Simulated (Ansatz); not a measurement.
Molecular dynamics of CH5BF2

Input:

```yaml
crystal:
  periodic: [false, false, false]
  atoms:
    - { symbol: B, position_ang: [-0.3312, -0.8346, 0.2803] }
    - { symbol: C, position_ang: [0.008, 0.8779, -0.3363] }
    - { symbol: F, position_ang: [-0.6871, -1.6888, -0.6821] }
    - { symbol: F, position_ang: [-0.9545, -0.8681, 1.4612] }
    - { symbol: H, position_ang: [0.7767, -0.188, 0.1694] }
    - { symbol: H, position_ang: [1.1503, -1.0247, 0.5362] }
    - { symbol: H, position_ang: [-0.9768, 1.2735, -0.5835] }
    - { symbol: H, position_ang: [0.4267, 1.5494, 0.4093] }
    - { symbol: H, position_ang: [0.5879, 0.9035, -1.2546] }
magnetization:
  spin_polarized: true
basis:
  gaussian: { orbitals: STO-3G }
hamiltonian:
  xc: pbe0
  dispersion: d4
md:
  timestep: 0.5
  n_steps: 150
  ensemble: nve
  temperature: 1000.0
  initial_velocities: maxwell_boltzmann
  seed: 639087
```

Launched with:

```bash
$ ansatz run input.yaml --threads 1 --pin off --max-ram 2048MiB --backend cpu --events-out ev --progress --plain --runs-dir out
```

It starts from a rough guess of a transition structure, not a stationary point.

Output, in part (step lines, the closing report, with atoms numbered from 0):

```
md step     0: t =     0.00 fs  T =  1000.0 K  F+E_penalty+E_count = -7120.85843217 eV  E_kin = 0.904820 eV  conserved = -7119.95361217 eV  (21 SCF iters)
[... lines left out ...]
Total energy: -7122.82950173 eV, -261.7591561613 hartree
Atom 0 at    -0.435579    -0.572560     0.144897 Å, force    -4.328834     0.193517    -1.206181 eV/Å
Atom 1 at    -0.578798     0.887005    -0.435951 Å, force    -1.052103    -0.454584    -0.121669 eV/Å
Atom 2 at    -0.875326    -1.534679    -0.655538 Å, force     1.873113    -1.408279    -1.998295 eV/Å
Atom 3 at    -1.063279    -0.784047     1.262421 Å, force     0.750706    -0.029401     4.031411 eV/Å
Atom 4 at     8.938157    -3.871851     3.340112 Å, force     0.312044     1.186912    -0.260787 eV/Å
Atom 5 at     8.763117    -4.537731     3.486421 Å, force    -0.312064    -1.186893     0.260763 eV/Å
Atom 6 at    -1.755842     1.026216    -0.383868 Å, force     2.978678    -0.035383    -0.732891 eV/Å
Atom 7 at    -0.122501     1.653640     0.163983 Å, force     0.384629     0.812863     0.206371 eV/Å
Atom 8 at    -0.148824     0.835732    -1.444462 Å, force    -0.606170     0.921249    -0.178723 eV/Å
Dipole moment:     0.146433     0.034384     0.012647 e Å
```

The steps, from the saved trajectory:

```json
{"time (fs)": "0.0", "T (K)": "1000", "potential energy less start (eV)": "0.000", "conserved less start (meV/atom)": "0.00"}
{"time (fs)": "2.5", "T (K)": "818", "potential energy less start (eV)": "0.167", "conserved less start (meV/atom)": "0.23"}
{"time (fs)": "5.0", "T (K)": "746", "potential energy less start (eV)": "0.232", "conserved less start (meV/atom)": "0.23"}
{"time (fs)": "7.5", "T (K)": "967", "potential energy less start (eV)": "0.031", "conserved less start (meV/atom)": "0.17"}
{"time (fs)": "10.0", "T (K)": "2021", "potential energy less start (eV)": "-0.927", "conserved less start (meV/atom)": "-0.38"}
{"time (fs)": "12.5", "T (K)": "2928", "potential energy less start (eV)": "-1.742", "conserved less start (meV/atom)": "0.28"}
{"time (fs)": "15.0", "T (K)": "3770", "potential energy less start (eV)": "-2.506", "conserved less start (meV/atom)": "0.05"}
{"time (fs)": "17.5", "T (K)": "4376", "potential energy less start (eV)": "-3.057", "conserved less start (meV/atom)": "-0.18"}
{"time (fs)": "20.0", "T (K)": "4557", "potential energy less start (eV)": "-3.221", "conserved less start (meV/atom)": "-0.34"}
{"time (fs)": "22.5", "T (K)": "4045", "potential energy less start (eV)": "-2.753", "conserved less start (meV/atom)": "0.28"}
{"time (fs)": "25.0", "T (K)": "3703", "potential energy less start (eV)": "-2.442", "conserved less start (meV/atom)": "0.36"}
{"time (fs)": "27.5", "T (K)": "3721", "potential energy less start (eV)": "-2.465", "conserved less start (meV/atom)": "-0.30"}
{"time (fs)": "30.0", "T (K)": "3726", "potential energy less start (eV)": "-2.470", "conserved less start (meV/atom)": "-0.44"}
{"time (fs)": "32.5", "T (K)": "3362", "potential energy less start (eV)": "-2.136", "conserved less start (meV/atom)": "0.13"}
{"time (fs)": "35.0", "T (K)": "2936", "potential energy less start (eV)": "-1.746", "conserved less start (meV/atom)": "0.64"}
{"time (fs)": "37.5", "T (K)": "2857", "potential energy less start (eV)": "-1.679", "conserved less start (meV/atom)": "0.13"}
{"time (fs)": "40.0", "T (K)": "2850", "potential energy less start (eV)": "-1.676", "conserved less start (meV/atom)": "-0.20"}
{"time (fs)": "42.5", "T (K)": "3098", "potential energy less start (eV)": "-1.902", "conserved less start (meV/atom)": "-0.45"}
{"time (fs)": "45.0", "T (K)": "3186", "potential energy less start (eV)": "-1.974", "conserved less start (meV/atom)": "0.46"}
{"time (fs)": "47.5", "T (K)": "3795", "potential energy less start (eV)": "-2.528", "conserved less start (meV/atom)": "0.15"}
{"time (fs)": "50.0", "T (K)": "4301", "potential energy less start (eV)": "-2.987", "conserved less start (meV/atom)": "-0.05"}
{"time (fs)": "52.5", "T (K)": "4493", "potential energy less start (eV)": "-3.162", "conserved less start (meV/atom)": "-0.24"}
{"time (fs)": "55.0", "T (K)": "4383", "potential energy less start (eV)": "-3.060", "conserved less start (meV/atom)": "0.16"}
{"time (fs)": "57.5", "T (K)": "4244", "potential energy less start (eV)": "-2.934", "conserved less start (meV/atom)": "0.16"}
{"time (fs)": "60.0", "T (K)": "3726", "potential energy less start (eV)": "-2.468", "conserved less start (meV/atom)": "-0.07"}
{"time (fs)": "62.5", "T (K)": "3391", "potential energy less start (eV)": "-2.167", "conserved less start (meV/atom)": "-0.42"}
{"time (fs)": "65.0", "T (K)": "2922", "potential energy less start (eV)": "-1.736", "conserved less start (meV/atom)": "0.31"}
{"time (fs)": "67.5", "T (K)": "2862", "potential energy less start (eV)": "-1.681", "conserved less start (meV/atom)": "0.41"}
{"time (fs)": "70.0", "T (K)": "2713", "potential energy less start (eV)": "-1.545", "conserved less start (meV/atom)": "0.49"}
{"time (fs)": "72.5", "T (K)": "3046", "potential energy less start (eV)": "-1.856", "conserved less start (meV/atom)": "-0.53"}
{"time (fs)": "75.0", "T (K)": "3176", "potential energy less start (eV)": "-1.971", "conserved less start (meV/atom)": "-0.22"}
```

All steps were run. The conserved energy stayed within 0.69 meV per atom of its start (net change -0.22 meV per atom), so the integration is sound. The system heated up, since it started high on the potential surface and ran downhill. A run of 0.075 ps of so small a system gives no equilibrium averages. The orbitals stay closed-shell, which can raise the energy where a bond breaks towards radicals; this wasn't checked here. Limits of this set-up: minimal basis.

The step under study would form B1–H6, C2–H5 and break B1–C2, H5–H6. These pairs go: B1–H6 1.52 → 10.56 Å, C2–H5 1.41 → 11.29 Å, B1–C2 1.85 → 1.58 Å, H5–H6 0.99 → 0.70 Å. In the last frame they stand as before the step (other bonds may differ from the relaxed reactants and products). Also parted: B1–H5 1.29 → 10.44 Å. It ends as CH3BF2 + H2. Pairs count as bonded within 1.25 times the sum of covalent radii (0.12 Å more for H–H).

Last frame:

```xyz
9
Properties=species:S:1:pos:R:3
B -0.436 -0.573 0.145
C -0.579 0.887 -0.436
F -0.875 -1.535 -0.655
F -1.063 -0.784 1.262
H 8.938 -3.872 3.340
H 8.763 -4.538 3.486
H -1.756 1.026 -0.384
H -0.122 1.654 0.164
H -0.149 0.836 -1.444
```

Time of the run: 2.9 min on 1 thread of Intel(R) Xeon(R) Platinum 8488C (Sapphire Rapids), on a shared host, peak memory 0.12 GiB.
